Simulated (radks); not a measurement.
Values are calculated unless marked as measured or tabulated.
Polarisability of the fluorine ion F2+, [He] 2s2 2p3, at imaginary frequency. Level of theory: scalar-relativistic Kohn-Sham, LDA (Slater exchange, Perdew-Wang correlation), spin-polarised, spherical densities, finite nucleus; open shells are filled with parallel spins first; Fermi nuclear charge, rms radius 2.8976 fm (a radial shooting solver on a logarithmic mesh with Libxc functionals). Response by self-consistent Sternheimer equations with the Hartree and adiabatic LDA kernel, the relativistic mass of each level held fixed and spin-orbit coupling left out.

w (hartree)  alpha1(iw) (bohr^3)
0.00266                    1.227
0.0143                     1.227
0.0360                     1.226
0.0697                     1.221
0.118                      1.211
0.186                      1.189
0.280                      1.146
0.413                      1.071
0.605                     0.9569
0.892                     0.8031
1.35                      0.6185
2.12                      0.4155
3.59                      0.2224
6.94                     0.08255
17.5                     0.01654

Static values: alpha1 = 1.227 bohr^3 (0.1818 angstrom^3; uncoupled 1.584). C6 = 1.568, triple-dipole C9 = 1.323 atomic units. One-pole (London) frequency 4 C6 / (3 alpha1^2) = 1.388 hartree, against 1.896 for minus the highest occupied eigenvalue.
